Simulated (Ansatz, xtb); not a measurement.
**C3H4Br2: which of two isomers lies lower**

Structure a is `Br[C@@H]1C[C@@H]1Br`, a singlet and structure b is `Br[C@@H]1C[C@H]1Br`, a singlet. Both are isolated molecules in the gas phase, relaxed with PBE-D3(BJ)/def2-SVP.

Energies in hartree; the thermal terms are from GFN2-xTB frequencies at re-optimised GFN2-xTB minima (ideal gas, soft modes damped towards free rotors, one conformer each, 298.15 K, 1 atm) and include the zero-point energy:

```
                               a            b
E, CCSD(T)/def2-SVP  −5260.930798  −5260.933637
    E, MP2/def2-SVP  −5260.877003  −5260.879619
  E, MP2/def2-TZVPP  −5261.814002  −5261.816743
  zero-point energy      0.060476      0.060429
       H(298 K) − E      0.066970      0.067014
       G(298 K) − E      0.028643      0.029148
```

Question: Correct the CCSD(T) difference for the basis set by the MP2 change, then work out ΔE, ΔE₀, ΔH and ΔG for a → b in kJ/mol (1 Eh = 2625.50 kJ/mol) and the equilibrium ratio [b]/[a].

Answer: 1. Differences b − a: CCSD(T) −0.002839, MP2 in the small set −0.002616, MP2 in the large set −0.002741 Eh.
2. ΔE = −0.002839 + (−0.002741 − (−0.002616)) = −0.002964 Eh = −7.78 kJ/mol.
3. ΔE₀ = ΔE + ΔZPE = −0.002964 + (−0.000047) Eh = −7.91 kJ/mol.
4. ΔH = ΔE + (+0.000044) Eh = −7.67 kJ/mol.
5. ΔG = ΔE + (+0.000505) Eh = −6.46 kJ/mol, so ΔS = (ΔH − ΔG)/T = −4.1 J/(mol K).
6. kT = 0.9442 mEh, so K = [b]/[a] = exp(−ΔG/kT) = exp(+2.60) ≈ 14.

Structure b is favoured at this temperature. An error of 4 kJ/mol in ΔG would change K by a factor of 5. Mirror images and further conformers aren't counted.

As drawn, both hold the same kinds of bond in the same numbers.

Other levels gave ΔE = −9.6 (GFN2-xTB); −4.6 (HF/STO-3G, GFN2-xTB geometries); −9.4 (r2SCAN-D4/def2-SVP, GFN2-xTB geometries); −7.0 (PBE-D3(BJ)/def2-SVP); −10.7 (HF/def2-SVP); −6.9 (MP2/def2-SVP); −7.5 (CCSD(T)/def2-SVP) kJ/mol. The correlated steps freeze 21 core orbitals; the filled d shell of Br is correlated, in a basis made for valence electrons. Programs: Ansatz 0.2.0, xtb 6.7.1.
